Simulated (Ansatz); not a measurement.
C$_{3}$H$_{6}$FNSi, SMILES `C=C=C(F)N[SiH3]`, charge 0, multiplicity 1.

**Question.** Give a relaxed structure at PBE0-D4/def2-TZVP (Ansatz). (Best estimate.)

**Answer.** Computed: 
```xyz
12

C    -1.949    1.261   -0.275
C    -0.657    1.132   -0.361
C     0.631    0.941   -0.465
F     1.393    1.803   -1.167
N     1.355   -0.112    0.040
Si    0.633   -1.626    0.489
H    -2.411    1.899    0.475
H    -2.623    0.740   -0.951
H     2.269    0.143    0.387
H    -0.280   -1.522    1.658
H    -0.131   -2.146   -0.670
H     1.770   -2.513    0.839
```
This is one stationary point; other conformers may exist.
